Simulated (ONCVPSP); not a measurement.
Configuration tests for N (ONCV)

| Quantity | Value |
| --- | --- |
| Element | N (Z = 7) |
| Generator | ONCVPSP 4.0.1 |
| Type | optimised norm-conserving Vanderbilt (ONCV) |
| Functional | Wu-Cohen |
| Relativity | scalar-relativistic |
| Frozen core | [He] |
| Valence charge | 5 |
| Reference configuration | 2s2 2p3 |
| Partial waves | 2s: rc 0.70 bohr, ncon 4, nbas 9, qcut 8.1 1/bohr, 2 projectors, debl 0.3 Ha; 2p: rc 2.25 bohr, ncon 5, nbas 10, qcut 5.9 1/bohr, 2 projectors, debl 1.6 Ha; d scattering state at 0.29 Ha: rc 2.15 bohr, ncon 3, nbas 6, qcut 4.5 1/bohr, 2 projectors, debl 2.5 Ha |
| Local potential | polynomial inside 0.70 bohr (lpopt 3, dvloc0 -1 Ha) |
| Core correction | Teter function, fcfact 4.75, rcfact 1.2 |

In the s channel the program set the typed energies aside and used -0.679, 0.250 Ha.

Energies are relative to the spin-unpolarised reference configuration 2s2 2p3; without spin polarisation the order of configurations can differ from experiment.

Q: Give the all-electron excitation energy and the error of the potential for: 2s2 2p2; 2s2 2p1; 2s2 2p0; 2s1 2p4.

A:

```
valence configuration  charge  ΔE all-electron (eV)  error AE − PS (meV)
              2s2 2p2      +1                13.561                  +92
              2s2 2p1      +2                42.379                 +680
              2s2 2p0      +3                89.372                +2416
              2s1 2p4       0                11.430                  -16
```

Levels in the configuration 2s2 2p1:

```json
{"level": "2s", "all-electron (eV)": "-49.051", "pseudo (eV)": "-48.581"}
{"level": "2p", "all-electron (eV)": "-37.463", "pseudo (eV)": "-36.429"}
```

Note: ghosts flagged at negative energy: s at -289.9 eV, d at -679.2 eV; no localised positive-energy state flagged. A true bound ghost makes a file unfit for plane-wave use.
